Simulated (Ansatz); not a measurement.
Consider the substitution at a C–C bond: `CCC(O)S` + `[SiH3]S` → `OC(S)S[SiH3]` + ethane.

Calculated with Ansatz (gas phase, PBE0-D4/def2-TZVP geometries, no zero-point term in ΔE). CBS: MP2 limit from def2 TZ/QZ plus the TZ coupled-cluster correction, frozen cores. This one scheme is used for every species. Functionals use def2-TZVPP. Each species was taken in one conformer, which may not be the lowest.

`CCC(O)S`:

Z-matrix (Å, degrees):
```
C
C 1 1.519
H 1 1.090 2 111.0
H 1 1.092 2 110.6 3 -120.3
H 1 1.094 2 111.1 3 120.1
C 2 1.516 1 112.4 3 -59.9
H 2 1.095 1 110.2 3 60.8
H 2 1.092 1 110.6 3 179.2
S 6 1.831 2 108.7 1 -179.2
O 6 1.402 2 108.0 1 57.9
H 6 1.097 2 109.9 1 -63.2
H 9 1.342 6 96.6 2 153.4
H 10 0.960 6 108.8 2 169.2
```

`[SiH3]S`:

```xyz
6

Si    0.404    0.279   -0.194
S    -0.975   -1.348   -0.060
H    -0.292    1.567   -0.443
H     1.276   -0.055   -1.344
H     1.219    0.408    1.040
H    -1.632   -0.851    1.001
```

`OC(S)S[SiH3]`:

Z-matrix (Å, degrees):
```
C
S 1 1.829
S 1 1.832 2 108.9
O 1 1.382 2 109.1 3 125.1
H 1 1.089 2 109.7 3 -118.9
H 2 1.342 1 96.7 3 36.1
Si 3 2.141 1 98.1 2 -176.7
H 4 0.965 1 108.2 2 -64.4
H 7 1.486 3 109.3 1 47.1
H 7 1.483 3 112.4 1 -74.6
H 7 1.483 3 105.2 1 166.0
```

`CC`:

Cartesian coordinates in Å:
```
C 0.122 0.748 0.042
C -0.122 -0.748 -0.042
H 1.190 0.977 0.068
H -0.305 1.271 -0.817
H -0.327 1.176 0.942
H -1.190 -0.977 -0.068
H 0.305 -1.271 0.817
H 0.327 -1.176 -0.942
```

Is it downhill or uphill in electronic energy at CCSD(T)/CBS, and by how much? (Best estimate.)

Ansatz gave: Uphill: ΔE = +4.5 kcal/mol.

What do these levels give: PBE-D4, r2SCAN-D4, PBE0-D4, ωB97X-V, B2PLYP, HF/def2-TZVPP, SCS-MP2/def2-TZVPP, CCSD/def2-TZVPP, CCSD(T)/def2-TZVPP, MP2/def2-QZVPP, SCS-MP2/def2-QZVPP, CCSD/CBS(def2)? (An estimate is asked.)

Computed: PBE-D4 2.0, r2SCAN-D4 3.3, PBE0-D4 3.5, ωB97X-V 4.7, B2PLYP 4.0, HF/def2-TZVPP 6.8, SCS-MP2/def2-TZVPP 4.6, CCSD/def2-TZVPP 6.0, CCSD(T)/def2-TZVPP 5.1, MP2/def2-QZVPP 4.0, SCS-MP2/def2-QZVPP 4.4, CCSD/CBS(def2) 5.4 kcal/mol.

Largest T1 diagnostic among the species: 0.012.

The D4 term adds −1.1 kcal/mol with B3LYP and −0.5 kcal/mol with PBE0; it sums over pairs of atoms, weighted by their polarisabilities, and B3LYP, whose exchange is more repulsive, gets the larger term. From PBE to PBE0 (25 % exact exchange), in def2-TZVPP and without D4, ΔE moves by +1.5 kcal/mol. In def2-TZVPP, CCSD(T) changes the Hartree–Fock value by −1.7 kcal/mol (the triples alone add −0.8 kcal/mol) and MP2 by −2.5 kcal/mol.

B3LYP here is the variant with VWN-RPA as its local correlation; programs differ in this.
